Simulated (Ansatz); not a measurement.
Start from `O[Si](O)(F)S` and change one atom or group to get `O[Si](F)([SiH3])S`.

Ansatz, PBE0-D4/def2-TZVP geometries, multiplicity 1. Each molecule was computed in one conformer, which needn't be the lowest.

```tsv
property	`O[Si](O)(F)S`
HOMO–LUMO gap (PBE/def2-TZVPP) / eV	5.91
HOMO energy (PBE0/def2-TZVPP) / eV	-7.87
size of the dipole moment (B3LYP/def2-TZVPP) / D	1.16
HOMO–LUMO gap (PBE0/def2-TZVPP) / eV	8.11
HOMO energy (PBE/def2-TZVPP) / eV	-6.57
HOMO–LUMO gap (B3LYP/def2-TZVPP) / eV	7.48
```

(1) What does the change do to each property? (Estimate.)

Answers

(1) The calculation gave: 
| property | `O[Si](F)([SiH3])S` | shift |
| --- | --- | --- |
| HOMO–LUMO gap (PBE/def2-TZVPP) / eV | 5.37 | -0.54 |
| HOMO energy (PBE0/def2-TZVPP) / eV | -7.72 | 0.15 |
| size of the dipole moment (B3LYP/def2-TZVPP) / D | 0.49 | -0.67 |
| HOMO–LUMO gap (PBE0/def2-TZVPP) / eV | 7.45 | -0.66 |
| HOMO energy (PBE/def2-TZVPP) / eV | -6.52 | 0.05 |
| HOMO–LUMO gap (B3LYP/def2-TZVPP) / eV | 7.00 | -0.48 |

With PBE0 the HOMO rises by 0.15 eV and the LUMO falls by 0.52 eV, so the gap narrows by about 0.67 eV. PBE moves the HOMO by 0.05 eV and ωB97M-V by 0.26 eV. Dipoles are sizes alone; their direction can turn.

Positive LUMOs are unbound, so they and the gaps depend on the basis.

B3LYP here is the variant with VWN-RPA as its local correlation; programs differ in this.
